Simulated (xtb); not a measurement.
xtb input:

```bash
xtb mol.xyz --gfn 2 --ohess tight --chrg -1 --uhf 0
```
mol.xyz:
```
7

C     -2.02363338    -2.41095546     0.58583251
C     -1.23821760    -1.43630989     0.38712117
B     -0.30955638    -0.36549557     0.09630732
Br    -0.79646592     1.59535261     0.34736911
Br     1.57005018    -0.70253117    -0.55653457
H     -2.16165910    -2.89016448     1.55209941
H     -2.74177582    -2.77831829    -0.15436200
```

Task: Which total energy does the run end on?

Result: -14.94007 Eh (GFN2-xTB).

It need not be the lowest isomer of its formula. Whether it binds its extra electron was not tested at this geometry.
